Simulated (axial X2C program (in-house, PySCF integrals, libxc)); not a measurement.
**Density and ELF of SrP**

Calculated with an in-house relativistic program for diatomic molecules. Two-component (2c) means X2C with spin–orbit coupling and atomic mean-field two-electron Coulomb and Gaunt terms. Basis: Sr dyall-cv3z [13s12p8d5f1g], P dyall-v3z [8s7p2d1f] (cores contracted in-house); Gaussian nuclei, density fitting, unrestricted open shells. Masses: Sr 87.906 u, P 30.974 u.

PBE0, 2c, state Ω = 3/2 (⟨Sz⟩ = 0.50, ⟨Lz⟩ = 1.00 at PBE0); Sr at z = 0, P at z = 2.648 Å.

The maps cover the half plane through the axis: z from -2.4 to 4.8 Å along the bond, ρ from 0.15 to 2.25 Å away from it (steps of 0.3 Å, the bottom row nearest the axis).

log10 of the density in e/bohr³:

digits 0 to 9 span -3.99 to 1.53 evenly
```
0011111111112222222111000
0111111112222222222221100
1112222222223333333322110
1122233333333334444332211
1222334454443444444443221
2223345565544445555543321
2233456676654455665544322
2233456898654455897554322
```

Electron localisation function (collinear form, no current term, damped to 0 at low density):

digits 0 to 9 span 0.00 to 1.00 evenly
```
0233310000123333322210000
2565310000024555444332100
5775200000014666666553210
7874111111013677777765420
8863124676212678888887531
8852257888622688657888642
9742377223742673020788752
9742475535552570865288753
```

Axial spin density in 10⁻³ e/bohr³:

digits 0 to 9 span -5.90 to 5.90 evenly, values beyond are clipped
```
4444444444445555555555555
4444444444445555555555555
4444444444445566776655555
4433334444455689999866555
4333334455456899999986555
4332345555557999999998655
3322357335558999999999755
3322479435559999795999755
```

Density functionals use the spin component along the axis (collinear). Without a current term, density functionals place determinants with orbital angular momentum somewhat too high. The state is one determinant with fixed occupations, lowest in a PBE0 search at one distance only: followed along the bond, the spin-free determinant M_S = 3/2, Λ = 0 reaches 0.04 eV lower at PBE0, at Re = 2.910 Å, so the state shown is not the lowest. The determinant is spin-polarised beyond a pure state at some levels (its spin-free form has ⟨S²⟩ too high), which makes Re and μ there less reliable.
